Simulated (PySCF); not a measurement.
AsN from Hartree–Fock to correlated methods

State: ¹Σ⁺ (singlet), closed shell. Set-up: As aug-cc-pVDZ-PP with ECP10, N aug-cc-pVDZ; scalar-relativistic core potentials (PySCF 2.14). De refers to As + N in their high-spin ground configurations, without counterpoise correction. A positive dipole means As(−)N(+).

| Level | Re (Å) | ωe (cm⁻¹) | De (eV) | μ (D) |
| --- | --- | --- | --- | --- |
| RHF | 1.574 | 1284 | -0.123 | -3.55 |
| RHF-MP2 | 1.687 | 836 | 4.95 | n/a |
| RHF-SCS-MP2 | 1.674 | 885 | 4.79 | n/a |
| RHF-CCSD | 1.628 | 1080 | 3.70 | n/a |
| RHF-CCSD(T) | 1.645 | 1017 | 4.18 | n/a |
| PBE | 1.636 | 1059 | 5.32 | -2.97 |
| r²SCAN | 1.618 | 1108 | 4.51 | -2.98 |
| M06-L | 1.620 | 1106 | 4.93 | -3.13 |
| PBE0 | 1.610 | 1141 | 4.41 | -3.15 |
| B97-3 | 1.612 | 1138 | 4.60 | -3.20 |
| B2PLYP | 1.646 | 991 | 4.91 | -3.39 |

The bond length runs from 1.574 Å (RHF) to 1.687 Å (RHF-MP2). De spans -0.12 eV (RHF, mean field) to 5.32 eV (PBE, GGA). Correlation at CCSD(T) changes the Hartree–Fock bond energy by +4.30 eV; the triples alone change it by +0.48 eV.

Correlated steps freeze 5 core orbitals. Correlated levels converge slowly with the basis: in double zeta they bind strong bonds too weakly, by up to about 1 eV, and carry superposition errors of some tenths. Where the molecule has an RHF reference, its open-shell atoms are computed with UHF. B2PLYP dipoles, levels and charges come from its SCF part alone. A negative De means that the minimum lies above the separated atoms at that level.
